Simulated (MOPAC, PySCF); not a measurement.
H4ClGaN2, SMILES `[Ga]([NH2])([Cl])[NH2]`, neutral singlet in the gas phase. 

Z-matrix (Å, degrees):
```
Ga
N 1 1.8307
H 2 1.0169 1 116.74
H 2 1.0169 3 110.44 1 -139.33
N 1 1.8307 2 125.54 3 -160.64
H 5 1.0169 1 116.74 2 -160.64
H 5 1.0169 6 110.44 1 -139.33
Cl 1 2.1626 2 117.23 3 19.36
```
Charge 0, spin multiplicity 1.

All levels are single points at this geometry (PBE-D3(BJ)/def2-TZVP); Pople sets use spherical d functions. Orbital energies aren't observables, and empty levels follow the basis.

HF/STO-3G in PySCF gives gap (eV) = 14.22.

Q: Estimate the gap (eV) from each of these levels: PBE-D3(BJ)/def2-TZVP in PySCF; B3LYP/3-21G in PySCF; PBE/6-31G* in PySCF; HF/3-21G in PySCF; PM3 in MOPAC.

A: 
| level | gap (eV) |
|---|---|
| PBE-D3(BJ)/def2-TZVP in PySCF | 4.70 |
| B3LYP/3-21G in PySCF | 6.01 |
| PBE/6-31G* in PySCF | 4.46 |
| HF/3-21G in PySCF | 13.60 |
| PM3 in MOPAC | 7.86 |
